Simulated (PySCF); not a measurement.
GaF2I, SMILES [F][Ga]([F])[I].

The structure is a stationary point at B3LYP-D3(BJ)/def2-SVP. The def2 effective core potentials stand for the cores of I; spin–orbit coupling is left out.

The numbers are results of B3LYP-D3(BJ)/def2-SVP (PySCF), not measurements.

Frequencies are harmonic and unscaled.

### Question
Give all harmonic wavenumbers and intensities. (The exact figures need the calculation; the answer reports its results.)

### Answer

| mode | ν (cm⁻¹) | IR (km/mol) | moving atoms (share of kinetic energy) |
|---|---|---|---|
| 1 | 116 | 5.7 | F 66 %, Ga 25 %, I 9 % |
| 2 | 160 | 26.6 | Ga 50 %, F 48 % |
| 3 | 179 | 21.0 | F 83 %, I 17 % |
| 4 | 265 | 38.1 | Ga 55 %, I 29 %, F 16 % |
| 5 | 698 | 83.0 | F 85 %, Ga 15 % |
| 6 | 742 | 66.9 | F 72 %, Ga 28 % |
